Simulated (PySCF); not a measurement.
CH₃AlClF, SMILES [CH3][Al]([F])[Cl]. Atoms are numbered in the order given.

```xyz
7

Al    -0.0052    -0.3761     0.1250
F     -1.2875    -1.3796    -0.2081
Cl    -0.1818     1.5815    -0.5988
C      1.5324    -1.0170     1.0963
H      2.1224    -0.1930     1.5244
H      2.1926    -1.5839     0.4185
H      1.2352    -1.7005     1.9068
```
Charge 0, spin multiplicity 1.

The structure is a stationary point at PBE0-D3(BJ)/def2-SVP.

The numbers are results of PySCF with PBE0/def2-TZVPD, not measurements.

Mulliken values depend strongly on the basis, most of all with diffuse functions as here. Atomic charges (e):

```json
[
 {"atom": "Al1", "Mulliken": "0.66", "IAO": "1.26"},
 {"atom": "F2", "Mulliken": "-0.33", "IAO": "-0.58"},
 {"atom": "Cl3", "Mulliken": "-0.27", "IAO": "-0.36"},
 {"atom": "C4", "Mulliken": "-0.70", "IAO": "-0.84"},
 {"atom": "H5", "Mulliken": "0.22", "IAO": "0.17"},
 {"atom": "H6", "Mulliken": "0.18", "IAO": "0.17"},
 {"atom": "H7", "Mulliken": "0.23", "IAO": "0.17"}
]
```
